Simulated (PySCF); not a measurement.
Mo(O)2(Cl)2, SMILES [O]=[Mo](=[O])([Cl])[Cl], singlet, B3LYP/def2-SVP optimised geometry.

```
5

Mo    -0.46    -1.07     0.00
O     -0.94    -1.83    -1.41
O      1.22    -1.07     0.00
Cl    -1.22     1.07     0.00
Cl    -1.21    -2.24     1.79
```

Density from B3LYP/def2-TZVP, def2 effective core potentials past Kr run with PySCF at that geometry. The core electrons that the potentials of Mo replace are not part of the density.

Minimum of the electron density along straight lines between bonded atoms, close to the bond critical point (lines longer than 1.1 times the sum of covalent radii, or with two minima, are not listed):

```csv
bond,length / Å,ρ at the minimum / e bohr⁻³,∇²ρ there / e bohr⁻⁵,position (fraction from the first atom)
Mo1–Cl4,2.273,0.107,0.21,0.49
Mo1–Cl5,2.273,0.107,0.21,0.49
```
